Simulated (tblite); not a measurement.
Species: C₅H₁₃AsSi.
Numbering: `[CH3:1][CH2:2][CH:3]1[CH2:4][As:5]([SiH3:6])[CH2:7]1` (hydrogens: H8, H9, H10 on C1; H11, H12 on C2; H13 on C3; H14, H15 on C4; H16, H17, H18 on Si6; H19, H20 on C7)

Geometry (GFN2-xTB, Å), atoms numbered from 1 in this order:
```
atom  x, y, z in Å
C1    -2.6182    0.2093   -0.5771
C2    -1.7206   -0.6302    0.3244
C3    -0.2465   -0.2785    0.1500
C4     0.7200   -1.0906    1.0229
As5    1.8995    0.4936    1.3195
Si6    3.0593    0.3869   -0.7059
C7     0.1507    1.1347    0.5997
H8    -3.6633   -0.0510   -0.4257
H9    -2.4938    1.2678   -0.3598
H10   -2.3707    0.0439   -1.6239
H11   -1.8637   -1.6907    0.0966
H12   -2.0057   -0.4741    1.3692
H13    0.0168   -0.4128   -0.9042
H14    1.1427   -1.9762    0.5456
H15    0.2429   -1.3957    1.9577
H16    2.2786   -0.0268   -1.8822
H17    3.6352    1.6982   -1.0329
H18    4.1683   -0.5702   -0.5932
H19   -0.4942    1.4828    1.4110
H20    0.1576    1.8903   -0.1875
```

Calculated harmonic vibrations of the isolated species, GFN2-xTB (tblite), most abundant isotopes, no scaling. The method is semi-empirical: single wavenumbers can be off by several per cent or more. Modes of hydrogen on silicon can be 10 to 20 % off. One conformer, not necessarily the lowest. The optimisation stopped once no atom felt more than 0.01 eV/Å.

Lowest wavenumbers of the output (negative numbers stand for imaginary wavenumbers):
```
mode    cm-1
  1     -47.7
  2      69.2
  3     100.5
  4     128.8
  5     157.3
  6     202.5
  7     235.8
  8     326.4
  9     354.0
 10     409.6
```

Task: Is this structure a minimum?

Result: Not by this Hessian. 1 mode is imaginary beyond 20i (48i cm⁻¹), so at this level the point lies at or near a first-order saddle. The curvature is small, so loose convergence or finite differences may be the whole cause.

Task: Which atoms move in the imaginary mode?

Result: 48i: H18 (Si–H hydrogen) 34 %, H17 (Si–H hydrogen) 33 %, H16 (Si–H hydrogen) 31 %. These are shares of the mass-weighted motion.

Task: What is the remedy?

Result: Step along that mode in both directions, optimise again with tighter thresholds and repeat the frequencies. The zero-point energy of this point (100.7 kcal/mol) counts the 53 real modes alone, and thermal corrections from it aren't those of a minimum.
